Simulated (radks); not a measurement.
Values are calculated unless marked as measured or tabulated.
Problem. A nucleus of charge 19.75 with 20 electrons, configuration [Ar] 4s2. Level of theory: Dirac Kohn-Sham, PBEsol, spin-unpolarised, spherical densities, finite nucleus; Fermi nuclear charge, rms radius 3.4776 fm (a radial shooting solver on a logarithmic mesh with Libxc functionals).

Spin-orbit splittings of the eigenvalues, e(l+1/2) - e(l-1/2), with zeta = 2 splitting/(2l+1) and mean radii in bohr:

| shell | occ. | splitting (eV) | zeta (eV) | <r> j=l-1/2 | <r> j=l+1/2 |
|---|---|---|---|---|---|
| 2p | 6 | ? | ? | 0.3317 | 0.3343 |
| 3p | 6 | 0.3526 | 0.2350 | 1.304 | 1.312 |

Estimate the 2p splitting.

Solution. 3.468 eV (zeta = 2.312 eV).
